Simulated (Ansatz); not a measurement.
Computed with Ansatz on PBE0-D4/def2-TZVP structures; ΔE is electronic, products minus reactants. CCSD(T)/CBS adds triple-zeta CCSD(T) − MP2 to the extrapolated MP2 energy (def2 sets, frozen cores). This one scheme is used for every species. Functionals use def2-TZVPP. B3LYP here is the variant with VWN-RPA as its local correlation; programs differ in this. Elements past krypton have def2 core potentials. For I, In outer-core shells are correlated without core-valence functions, which leaves a few kJ/mol of doubt a bond. Each species was taken in one conformer, which may not be the lowest.

`[F][InH][CH2]I` + H₂O → `[OH][InH][F]` + `CI`  (formal hydrolysis of the In–C bond)

CCSD(T)/CBS gives -8.0 kcal/mol.

Problem. Another level gave -8.9 kcal/mol. Which?
A. MP2/def2-TZVPP
B. CCSD/def2-TZVPP
C. r2SCAN-D4/def2-TZVPP
D. B3LYP/def2-TZVPP

Solution. B. CCSD/def2-TZVPP -8.9, r2SCAN-D4 -10.3, B3LYP -11.9, MP2/def2-TZVPP -7.8 kcal/mol.

Largest T1 diagnostic among the species: 0.017.

In def2-TZVPP, CCSD(T) changes the Hartree–Fock value by +4.3 kcal/mol (the triples alone add +0.4 kcal/mol) and MP2 by +5.1 kcal/mol. The D4 term adds +1.6 kcal/mol with B3LYP and +0.9 kcal/mol with PBE0; it sums over pairs of atoms, weighted by their polarisabilities, and B3LYP, whose exchange is more repulsive, gets the larger term.
